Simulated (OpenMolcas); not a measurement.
Ni2+ (d8) among equal point charges was computed by CASSCF with the d shell active (OpenMolcas, ANO-RCC-VDZP on the metal). Its lowest spin-free states, and all those of the highest spin:

| 2S+1 | Degeneracy | E (cm-1) |
| --- | --- | --- |
| 3 | 3 | 0.0 |
| 3 | 3 | 1221 |
| 3 | 1 | 2739 |
| 1 | 3 | 16493 |
| 1 | 2 | 17133 |
| 3 | 3 | 20307 |
| 1 | 3 | 25431 |
| 1 | 3 | 26131 |
| 1 | 2 | 26152 |
| 1 | 1 | 26367 |
| 1 | 1 | 62420 |

**Question.** Is the site octahedral, tetrahedral or cube-like, axial, or of lower symmetry?

**Answer.** The states with 2S+1 = 3 have orbital degeneracies 3, 3, 1, 3. Threefold states need a cubic site. For d8 at this spin an octahedron puts the single A2 below the threefold T2 and a tetrahedron or cube puts the threefold T1 below the threefold T2, so the site is a tetrahedron or a cube, which this pattern cannot tell apart. The run had Ni2+ among 8 point charges of -0.8 e arranged as a cube (Oh), 2.04 Å from the ion.

An orbital triplet at a regular site is open to Jahn-Teller coupling, which can distort the site and quench the lowest spin-orbit gaps and is left out. Without dynamic correlation the repulsion within the d shell is too large (B by tens of per cent), so at a given field states of lower spin stand too high. The ground term spreads over less than 5000 cm-1, several times less than with real ligands, so orbital moments are less quenched and χT lies further from the spin-only value than at real sites. Point charges carry no covalency, so the field is a model and not that of real ligands. No measured value stands beside these numbers.
